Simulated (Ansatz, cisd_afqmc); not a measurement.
System: Si, charge 0, triplet.

Total energies in cc-pVTZ-DK, 4 correlated electrons, 5 frozen orbitals. Radicals and triplets start from unrestricted determinants; spin-orbit coupling is neglected. The -DK rows use spin-free X2C. The Monte Carlo rows (phaseless AFQMC, CISD trial, step 0.005/hartree) carry one-sigma bars that omit the constraint's bias. Outlying blocks are dropped, and bars are widened where a walk drifts. Over all cases where full CI ran beside it in this data, AFQMC minus full CI had a median of +0.1 mEh and passed +0.4 mEh in a tenth of the cases. Full CI freezes restricted core orbitals and the other rows unrestricted ones, which leaves a small offset even where coupled cluster is exact.

```
method         program         energy (Eh)  error against FCI (mEh)
----------  ----------  ------------------  -----------------------
HF              Ansatz          -289.45917                    77.36
MP2             Ansatz          -289.51522                    21.30
CCSD            Ansatz          -289.53333                     3.19
CCSD(T)         Ansatz          -289.53577                     0.76
CCSDT(Q)        Ansatz          -289.53657                    -0.04
CCSDTQ          Ansatz          -289.53658                    -0.06
AFQMC/CISD  cisd_afqmc  -289.5363 ± 0.0001                0.2 ± 0.1
FCI             Ansatz          -289.53653                     0.00
```

Ansatz is a first-principles code.
